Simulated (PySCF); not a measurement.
sulfur tetrafluoride cation (F₄S), SMILES FS(F)(F)F (connectivity only; charge and spin as stated), charge +1, multiplicity 2.

Coordinates come from a PBE0-D3(BJ)/def2-SVP optimisation. The spin state was assumed, not searched.

Level of theory: TDA-PBE0/def2-SVPD run with PySCF.

Vertical excitations. Gas-phase values at a fixed geometry.

Computed excitation energies, oscillator strengths and character:
```
state    energy (eV)  λ (nm)      f          main pairs
-------  -----------  ------  -----  ------------------
root 1          4.67     266  0.000    β HOMO→LUMO 96 %
root 2          4.81     258  0.010  β HOMO−1→LUMO 97 %
root 3          4.96     250  0.002  β HOMO−2→LUMO 91 %
root 4          5.40     230  0.002  β HOMO−3→LUMO 97 %
root 5          5.90     210  0.035    α HOMO→LUMO 94 %
root 6          6.55     189  0.000  β HOMO−4→LUMO 93 %
root 7          6.78     183  0.064  β HOMO−5→LUMO 90 %
root 8          7.21     172  0.008  β HOMO−6→LUMO 91 %
root 9          7.50     165  0.000  β HOMO−7→LUMO 95 %
root 10         7.98     155  0.007  α HOMO→LUMO+1 95 %
```
Unrestricted roots are not spin-pure.
